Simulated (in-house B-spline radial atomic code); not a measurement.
Radial electron density of Nb9+, [Ar] 3d10 4s2 4p2. Computed with a radial B-spline atomic code at the basis-set limit: scalar-relativistic (X2C) TPSS, spin-polarised, spherical fractional occupations, Fermi nucleus of rms radius 4.324 fm.

One-electron X2C: radii and densities carry no picture-change correction, so inner-shell <1/r> comes out high (for 1s by about 2 % at Z = 33, 5 % at 54, 10 % at 75, 30 % at 118) and <r> low.

Columns: r (bohr), 4πr²n(r) (electrons per bohr), bar.

```
 0.00127    1.568 #
 0.00154     2.16 ##
 0.00186    2.944 ##
 0.00225    4.005 ###
 0.00273     5.44 ####
 0.00331    7.326 #####
   0.004    9.729 #######
 0.00485    12.84 #########
 0.00587    16.68 ############
 0.00711    21.33 ###############
 0.00861    26.74 ###################
  0.0104    32.63 #######################
  0.0126     38.8 ###########################
  0.0153    44.63 ###############################
  0.0185    49.12 ##################################
  0.0224    51.64 ####################################
  0.0271    51.64 ####################################
  0.0328     49.3 ##################################
  0.0398    45.77 ################################
  0.0482    43.31 ##############################
  0.0583    44.19 ###############################
  0.0706    49.37 ###################################
  0.0855    57.08 ########################################
   0.104    62.95 ############################################
   0.125    62.26 ############################################
   0.152    54.16 ######################################
   0.184    43.85 ###############################
   0.223    38.61 ###########################
    0.27    41.37 #############################
   0.326    46.62 #################################
   0.395    45.89 ################################
   0.479    36.03 #########################
   0.579     22.7 ################
   0.702    12.54 #########
    0.85     7.94 ######
    1.03    6.022 ####
    1.25    4.017 ###
    1.51    1.916 #
    1.83   0.5744 
    2.21   0.1068 
    2.68  0.01029 
    3.24 0.000508 
    3.93 9.514e-06
```

On this grid the curve has 3 maxima, near 0.0224, 0.104, 0.326 bohr.

The 4s down radial function P(r) = rR(r), positive near the nucleus:

```json
{"r (bohr)": "0.000488", "P": "0.02321"}
{"r (bohr)": "0.000715", "P": "0.0322"}
{"r (bohr)": "0.00105", "P": "0.04461"}
{"r (bohr)": "0.00154", "P": "0.06139"}
{"r (bohr)": "0.00225", "P": "0.08348"}
{"r (bohr)": "0.00331", "P": "0.1126"}
{"r (bohr)": "0.00485", "P": "0.1484"}
{"r (bohr)": "0.00711", "P": "0.1893"}
{"r (bohr)": "0.0104", "P": "0.2292"}
{"r (bohr)": "0.0153", "P": "0.2548"}
{"r (bohr)": "0.0224", "P": "0.2407"}
{"r (bohr)": "0.0328", "P": "0.1541"}
{"r (bohr)": "0.0482", "P": "-0.02951"}
{"r (bohr)": "0.0706", "P": "-0.2701"}
{"r (bohr)": "0.104", "P": "-0.4164"}
{"r (bohr)": "0.152", "P": "-0.2384"}
{"r (bohr)": "0.223", "P": "0.2823"}
{"r (bohr)": "0.326", "P": "0.6451"}
{"r (bohr)": "0.479", "P": "0.218"}
{"r (bohr)": "0.702", "P": "-0.7441"}
{"r (bohr)": "1.03", "P": "-1.143"}
{"r (bohr)": "1.51", "P": "-0.6432"}
{"r (bohr)": "2.21", "P": "-0.1356"}
{"r (bohr)": "3.24", "P": "-0.007627"}
```
